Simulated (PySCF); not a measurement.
FeF₂, SMILES [Fe]([F])[F] (connectivity only; charge and spin as stated), neutral, multiplicity 5.

Geometry optimised at PBE0-D3(BJ)/def2-TZVP. The multiplicity is an assumed one; other spin states were not compared.

Two levels are set side by side: PBE/def2-TZVPD (PySCF) and PBE0/def2-TZVPD (PySCF). Same geometry, gas phase. Differences are taken from unrounded values.

| quantity | PBE0 | PBE | PBE minus PBE0 |
|---|---|---|---|
| α-spin orbital gap (eV) | 8.39 | 5.47 | -2.91 |
| β-spin orbital gap (eV) | 4.84 | 0.81 | -4.04 |
| mean polarisability (bohr³) | 23.1 | 27.9 | 4.8 |

PBE's more diffuse valence density responds more strongly to a field. Differences between two approximate levels are no errors against the true value.

Rough cost on one machine, each run with all the roots and properties that it gave: PBE0 against PBE within a factor of 2.
